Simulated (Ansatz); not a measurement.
`N#C[SiH](C#N)C#N` + H₂O → `N#CO` + `N#C[SiH2]C#N` at 400 K and 1 bar (formal hydrolysis of a C–Si bond).

Gas-phase electronic energies from Ansatz, PBE0-D4/def2-TZVP geometries. CCSD(T)/CBS is the MP2 limit (def2-TZVPP, def2-QZVPP) plus CCSD(T) − MP2 in def2-TZVPP, frozen cores. This one scheme is used for every species. One conformer a species, not always the lowest.

```
           species  CCSD(T)/CBS energy (Eh)  H − E (kJ/mol)  S (J/(mol·K))
`N#C[SiH](C#N)C#N`               -567.90600           126.4          396.0
               H₂O                -76.37941            69.8          198.6
            `N#CO`               -168.48100            73.4          255.2
    `N#C[SiH2]C#N`               -475.76279           117.1          344.1
```

H − E and S are ideal-gas, rigid-rotor, harmonic terms from PBE0-D4/def2-TZVP, for one conformer and one mirror image of each species. 1 Eh = 2625.50 kJ/mol, R = 8.31446 J/(mol·K).

Task: By hand: ΔE, ΔH, ΔS and ΔG.

Result: ΔE = (-168.48100) + (-475.76279) − (-567.90600) − (-76.37941) = 0.04162 Eh = 109.3 kJ/mol. Δ(H − E) = 73.4 + 117.1 − 126.4 − 69.8 = -5.7, so ΔH = 103.6 kJ/mol. ΔS = 255.2 + 344.1 − 396.0 − 198.6 = 4.7 J/(mol·K). ΔG = 103.6 − 400 × (4.7)/1000 = 101.7 kJ/mol.

Task: By hand: the equilibrium constant, and the temperature at which ΔG would vanish if ΔH and ΔS stayed fixed.

Result: log₁₀ K = −ΔG/(RT ln 10) = -13.3. ΔG = 0 at ΔH/ΔS = 22043 K, far beyond where these terms or the molecules hold.

The number of gas molecules stays the same, so ΔS is small and ΔH decides. A doubt of 5 kJ/mol in ΔE shifts log₁₀ K by 0.7 here. Other conformers and mirror images would add mixing entropy, several J/(mol·K) or more a flexible species. These are equilibria of isolated gas molecules and say nothing of rates. Largest T1 diagnostic: 0.015 (customary marks: 0.02 for closed shells, 0.045 for open ones).
